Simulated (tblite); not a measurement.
A geometry optimisation, step by step.

Species: C4H7BrO.
Atom-mapped SMILES: `[CH3:1][O:2]/[CH:3]=[CH:4]/[CH2:5][Br:6]` (hydrogens: H7, H8, H9 on C1; H10 on C3; H11 on C4; H12, H13 on C5)

Computed with GFN2-xTB (tblite), gas phase: L-BFGS steps from a force-field or distance-geometry start until the largest atomic force falls under 0.01 eV/Å. 11 of its 54 geometries are shown.

Step 0: E = -551.0197 eV, largest atomic force 1.260 eV/Å
```
atom  x, y, z in Å  |  force x, y, z in eV/Å
C1     -2.208    0.233   -0.153   -0.380   0.252  -0.410
O2     -1.460    0.230   -1.363    0.881  -0.244   0.867
C3     -0.097    0.033   -1.236   -1.132   0.311  -0.456
C4      0.628   -0.156   -0.143   -0.230  -0.394   0.384
C5      2.106   -0.367   -0.159   -0.529  -0.112  -0.294
Br6     2.932    1.059    0.860    0.350   0.259   0.270
H7     -3.264    0.409   -0.422    0.446  -0.080  -0.083
H8     -2.145   -0.724    0.366    0.122  -0.046   0.020
H9     -1.894    1.049    0.507    0.103  -0.098  -0.019
H10     0.328    0.072   -2.228    0.165  -0.014  -0.025
H11     0.160   -0.206    0.843    0.220   0.077  -0.331
H12     2.384   -1.313    0.309    0.041   0.089   0.100
H13     2.526   -0.317   -1.163   -0.058   0.000  -0.023
```

Step 5: E = -551.0864 eV, largest atomic force 0.120 eV/Å
```
atom  x, y, z in Å  |  force x, y, z in eV/Å
C1     -2.209    0.236   -0.151   -0.008   0.018  -0.060
O2     -1.449    0.224   -1.339    0.032   0.015  -0.046
C3     -0.117    0.044   -1.240   -0.056  -0.022   0.028
C4      0.609   -0.187   -0.149   -0.035   0.003   0.011
C5      2.074   -0.374   -0.173    0.089   0.067   0.045
Br6     2.959    1.072    0.876    0.008  -0.066  -0.053
H7     -3.244    0.407   -0.446    0.058  -0.002  -0.054
H8     -2.137   -0.721    0.369    0.019  -0.048   0.068
H9     -1.887    1.043    0.511    0.028   0.014   0.063
H10     0.334    0.072   -2.223    0.012   0.024  -0.040
H11     0.167   -0.203    0.834   -0.056  -0.041   0.030
H12     2.384   -1.297    0.317    0.003   0.025   0.054
H13     2.513   -0.316   -1.167   -0.093   0.012  -0.046
```

Step 11: E = -551.0913 eV, largest atomic force 0.064 eV/Å
```
atom  x, y, z in Å  |  force x, y, z in eV/Å
C1     -2.203    0.236   -0.152   -0.005   0.001  -0.001
O2     -1.444    0.225   -1.340   -0.007  -0.012  -0.029
C3     -0.115    0.041   -1.239    0.001   0.036   0.010
C4      0.604   -0.186   -0.143    0.000  -0.022   0.016
C5      2.071   -0.368   -0.169   -0.002  -0.017   0.002
Br6     2.969    1.065    0.864    0.032   0.054  -0.013
H7     -3.232    0.407   -0.461   -0.013   0.002   0.016
H8     -2.132   -0.720    0.375   -0.004  -0.029  -0.013
H9     -1.882    1.038    0.517    0.009   0.026  -0.004
H10     0.336    0.079   -2.223    0.028   0.007   0.019
H11     0.152   -0.216    0.836   -0.017  -0.016   0.007
H12     2.385   -1.286    0.328   -0.006  -0.015  -0.019
H13     2.485   -0.314   -1.174   -0.014  -0.015   0.008
```

Step 16: E = -551.0931 eV, largest atomic force 0.048 eV/Å
```
atom  x, y, z in Å  |  force x, y, z in eV/Å
C1     -2.201    0.235   -0.155   -0.007  -0.004  -0.002
O2     -1.441    0.222   -1.343   -0.006   0.019   0.011
C3     -0.111    0.048   -1.234   -0.006  -0.021   0.006
C4      0.600   -0.188   -0.134   -0.002  -0.010   0.000
C5      2.067   -0.368   -0.165   -0.012   0.000  -0.009
Br6     2.983    1.078    0.848   -0.017  -0.022  -0.039
H7     -3.231    0.408   -0.460   -0.007   0.001  -0.003
H8     -2.132   -0.724    0.370   -0.002   0.018  -0.008
H9     -1.877    1.039    0.513    0.002  -0.025  -0.017
H10     0.348    0.088   -2.215    0.010   0.028   0.028
H11     0.138   -0.232    0.840    0.025  -0.002   0.007
H12     2.386   -1.286    0.328    0.002   0.025   0.016
H13     2.466   -0.318   -1.175    0.021  -0.007   0.008
```

Step 21: E = -551.0943 eV, largest atomic force 0.038 eV/Å
```
atom  x, y, z in Å  |  force x, y, z in eV/Å
C1     -2.203    0.234   -0.159   -0.002   0.006  -0.004
O2     -1.440    0.225   -1.345    0.003  -0.007  -0.001
C3     -0.112    0.049   -1.227    0.000   0.020   0.002
C4      0.596   -0.194   -0.127    0.002   0.005  -0.002
C5      2.062   -0.370   -0.165    0.022  -0.005   0.000
Br6     2.988    1.084    0.823   -0.009   0.027   0.006
H7     -3.233    0.409   -0.461    0.003   0.003  -0.014
H8     -2.133   -0.725    0.364   -0.008  -0.010  -0.004
H9     -1.873    1.035    0.508   -0.014   0.007   0.025
H10     0.360    0.105   -2.200   -0.014   0.009  -0.021
H11     0.138   -0.244    0.848    0.014  -0.012   0.014
H12     2.387   -1.281    0.335    0.006  -0.016   0.024
H13     2.460   -0.326   -1.176   -0.003  -0.028  -0.025
```

Step 26: E = -551.0957 eV, largest atomic force 0.057 eV/Å
```
atom  x, y, z in Å  |  force x, y, z in eV/Å
C1     -2.207    0.234   -0.163    0.000  -0.012   0.019
O2     -1.438    0.230   -1.345    0.016   0.037   0.023
C3     -0.111    0.058   -1.219    0.019  -0.007  -0.002
C4      0.597   -0.200   -0.121    0.024  -0.019  -0.013
C5      2.064   -0.376   -0.166   -0.014   0.006   0.013
Br6     2.985    1.103    0.794    0.002  -0.003  -0.026
H7     -3.235    0.413   -0.469    0.004   0.006  -0.005
H8     -2.140   -0.728    0.353   -0.016  -0.008   0.005
H9     -1.879    1.030    0.513   -0.019  -0.007  -0.002
H10     0.365    0.130   -2.190   -0.009  -0.007   0.012
H11     0.148   -0.264    0.859   -0.011   0.002  -0.056
H12     2.391   -1.276    0.354    0.003   0.028  -0.023
H13     2.454   -0.351   -1.183    0.001  -0.018   0.054
```

Step 32: E = -551.0981 eV, largest atomic force 0.057 eV/Å
```
atom  x, y, z in Å  |  force x, y, z in eV/Å
C1     -2.214    0.232   -0.163    0.001   0.019  -0.002
O2     -1.426    0.258   -1.334   -0.036  -0.013   0.014
C3     -0.101    0.074   -1.206   -0.026   0.018  -0.008
C4      0.602   -0.219   -0.115   -0.029  -0.004  -0.015
C5      2.066   -0.388   -0.162    0.045   0.018   0.017
Br6     2.988    1.142    0.720    0.006  -0.007  -0.014
H7     -3.236    0.421   -0.489    0.018  -0.010   0.020
H8     -2.162   -0.741    0.336    0.012   0.040  -0.039
H9     -1.900    1.017    0.532   -0.014  -0.032   0.021
H10     0.376    0.176   -2.172    0.017  -0.014  -0.022
H11     0.147   -0.306    0.859   -0.038  -0.001   0.017
H12     2.407   -1.260    0.391    0.012  -0.029   0.047
H13     2.448   -0.408   -1.179    0.032   0.015  -0.038
```

Step 37: E = -551.0991 eV, largest atomic force 0.029 eV/Å
```
atom  x, y, z in Å  |  force x, y, z in eV/Å
C1     -2.216    0.235   -0.163    0.001  -0.004  -0.003
O2     -1.425    0.268   -1.330    0.010   0.016  -0.011
C3     -0.101    0.080   -1.205    0.002  -0.008  -0.005
C4      0.603   -0.225   -0.116    0.000   0.009   0.001
C5      2.070   -0.392   -0.160   -0.015  -0.009  -0.004
Br6     2.990    1.153    0.698    0.004   0.004   0.003
H7     -3.237    0.423   -0.490   -0.011   0.009   0.007
H8     -2.166   -0.742    0.326    0.013  -0.026  -0.002
H9     -1.909    1.010    0.545    0.013   0.005   0.006
H10     0.379    0.185   -2.171   -0.008  -0.004  -0.003
H11     0.141   -0.316    0.855    0.007  -0.001  -0.004
H12     2.412   -1.256    0.407   -0.012   0.017   0.001
H13     2.455   -0.422   -1.177   -0.004  -0.007   0.014
```

Step 42: E = -551.0995 eV, largest atomic force 0.028 eV/Å
```
atom  x, y, z in Å  |  force x, y, z in eV/Å
C1     -2.217    0.234   -0.164    0.012  -0.005   0.006
O2     -1.424    0.283   -1.330   -0.011   0.000   0.006
C3     -0.100    0.085   -1.205   -0.004   0.015  -0.001
C4      0.601   -0.227   -0.117   -0.006   0.002  -0.002
C5      2.067   -0.395   -0.157    0.006   0.010   0.004
Br6     2.993    1.163    0.675   -0.011   0.002  -0.002
H7     -3.238    0.428   -0.487    0.025  -0.012   0.005
H8     -2.162   -0.751    0.310   -0.011   0.012  -0.006
H9     -1.910    1.000    0.555    0.011  -0.018  -0.007
H10     0.380    0.193   -2.170    0.004   0.003  -0.005
H11     0.140   -0.327    0.854   -0.010   0.016   0.006
H12     2.411   -1.246    0.426   -0.006  -0.017   0.007
H13     2.454   -0.440   -1.172    0.002  -0.009  -0.011
```

Step 48: E = -551.1001 eV, largest atomic force 0.031 eV/Å
```
atom  x, y, z in Å  |  force x, y, z in eV/Å
C1     -2.209    0.231   -0.163   -0.015  -0.004   0.007
O2     -1.423    0.294   -1.332    0.003  -0.015   0.008
C3     -0.101    0.093   -1.208    0.006  -0.012  -0.010
C4      0.598   -0.223   -0.119    0.002   0.003  -0.002
C5      2.064   -0.396   -0.154   -0.002  -0.008   0.002
Br6     2.989    1.170    0.664   -0.003  -0.006  -0.005
H7     -3.232    0.428   -0.477   -0.019   0.023  -0.007
H8     -2.158   -0.760    0.297    0.016  -0.017   0.004
H9     -1.896    0.985    0.564   -0.001   0.002   0.008
H10     0.378    0.196   -2.174    0.017   0.015  -0.008
H11     0.134   -0.318    0.851    0.000   0.014  -0.003
H12     2.399   -1.244    0.440    0.002   0.005  -0.004
H13     2.454   -0.456   -1.168   -0.007   0.000   0.010
```

Step 53: E = -551.1004 eV, largest atomic force 0.009 eV/Å
```
atom  x, y, z in Å  |  force x, y, z in eV/Å
C1     -2.209    0.228   -0.163    0.005  -0.002  -0.005
O2     -1.423    0.298   -1.331    0.001  -0.001  -0.008
C3     -0.099    0.097   -1.210   -0.002  -0.002   0.001
C4      0.597   -0.222   -0.120    0.001   0.001   0.001
C5      2.062   -0.398   -0.152   -0.001  -0.001  -0.002
Br6     2.987    1.175    0.650    0.008   0.001   0.003
H7     -3.231    0.432   -0.476    0.005   0.002   0.005
H8     -2.156   -0.767    0.290   -0.008  -0.002   0.001
H9     -1.893    0.977    0.570   -0.005  -0.002   0.001
H10     0.382    0.205   -2.174   -0.005   0.002   0.005
H11     0.130   -0.315    0.849    0.000   0.003  -0.002
H12     2.397   -1.241    0.450    0.001   0.001   0.001
H13     2.452   -0.468   -1.165    0.001  -0.001  -0.001
```

**Question.** Summarise the path.

**Answer.** The energy falls by 1.86 kcal/mol from step 0 to step 53; nine tenths of that is first reached at step 14. It falls at every step. The largest force goes from 1.260 to 0.009 eV/Å. Among the bonds C5–Br6 changes most, from 1.938 to 1.993 Å; the atoms move by 0.122 Å rms after alignment.

**Question.** Follow the three bonds and two angles with the largest change from start to end.

**Answer.** 
```tsv
step	E above end (kcal/mol)	largest force (eV/Å)	C5–Br6 (Å)	O2–C3 (Å)	C4–C5 (Å)	Br6–C5–H12 (°)	C4–C5–Br6 (°)
0	1.86	1.260	1.938	1.383	1.492	107.7	108.2
2	0.65	0.327	1.967	1.345	1.488	106.3	108.8
5	0.32	0.120	1.994	1.348	1.477	104.5	109.9
7	0.26	0.076	1.990	1.347	1.479	104.2	110.3
9	0.23	0.082	1.982	1.346	1.481	104.1	110.6
12	0.20	0.050	1.985	1.345	1.477	103.9	110.6
14	0.18	0.071	1.990	1.345	1.476	104.0	110.7
16	0.17	0.048	1.989	1.345	1.478	104.4	111.0
18	0.16	0.077	1.984	1.345	1.479	104.5	111.2
21	0.14	0.038	1.986	1.345	1.477	104.2	111.3
23	0.13	0.068	1.990	1.345	1.477	104.0	111.1
25	0.12	0.049	1.991	1.345	1.478	104.0	110.9
28	0.09	0.052	1.986	1.344	1.478	104.4	110.9
30	0.08	0.059	1.988	1.344	1.475	104.4	111.0
32	0.05	0.057	1.992	1.343	1.475	104.3	111.0
35	0.03	0.031	1.992	1.344	1.477	104.2	110.9
37	0.03	0.029	1.991	1.344	1.477	104.3	111.0
39	0.03	0.024	1.992	1.344	1.477	104.2	111.1
41	0.02	0.028	1.994	1.344	1.476	104.0	111.1
44	0.02	0.026	1.994	1.344	1.477	104.0	111.2
46	0.01	0.026	1.993	1.344	1.477	104.1	111.1
48	0.01	0.031	1.994	1.344	1.477	104.1	111.0
51	0.00	0.017	1.994	1.344	1.476	104.2	111.0
53	0.00	0.009	1.993	1.344	1.476	104.2	111.0
```

The cost below is that of the whole relaxation. On Arm Neoverse N1, one thread (shared host), this took 0.42 s wall.
